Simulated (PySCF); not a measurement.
Si(H)(OMe) (CH4OSi), SMILES O(C)[SiH] (connectivity only; charge and spin as stated), neutral, multiplicity 1.

Geometry optimised at r2SCAN-D4/def2-TZVP.

Calculation: TDA-CAM-B3LYP/def2-SVPD run with PySCF.

Vertical excitations. The molecule is in vacuum. State labels are in the subgroup Cs.

Computed excitation energies, oscillator strengths and character:
| state | symmetry | energy (eV) | λ (nm) | f | main pairs |
|---|---|---|---|---|---|
| S1 | A" | 3.39 | 366 | 0.034 | HOMO→LUMO 97 % |
| S2 | A' | 5.88 | 211 | 0.071 | HOMO→LUMO+1 72 %, HOMO→LUMO+2 22 % |
| S3 | A" | 5.96 | 208 | 0.018 | HOMO−1→LUMO 97 % |
| S4 | A' | 6.53 | 190 | 0.172 | HOMO→LUMO+2 55 %, HOMO→LUMO+3 26 %, HOMO→LUMO+1 17 % |
| S5 | A' | 6.87 | 180 | 0.094 | HOMO−2→LUMO 91 % |
| S6 | A' | 7.53 | 165 | 0.145 | HOMO→LUMO+3 64 %, HOMO→LUMO+2 20 % |
| S7 | A' | 7.98 | 155 | 0.241 | HOMO→LUMO+4 72 %, HOMO→LUMO+5 14 % |
| S8 | A" | 8.15 | 152 | 0.049 | HOMO→LUMO+7 51 %, HOMO→LUMO+6 28 %, HOMO−3→LUMO 15 % |
| S9 | A" | 8.37 | 148 | 0.001 | HOMO−2→LUMO+1 80 % |
| S10 | A' | 8.43 | 147 | 0.050 | HOMO−1→LUMO+1 65 %, HOMO→LUMO+5 20 % |
| T1 | A" | 1.97 | 630 | 0 | HOMO→LUMO 97 % |
| T2 | A' | 4.68 | 265 | 0 | HOMO→LUMO+1 54 %, HOMO→LUMO+2 35 % |
| T3 | A" | 5.45 | 228 | 0 | HOMO−1→LUMO 90 % |
| T4 | A' | 5.45 | 228 | 0 | HOMO−2→LUMO 93 % |
Triplets are in the Tamm–Dancoff approximation.
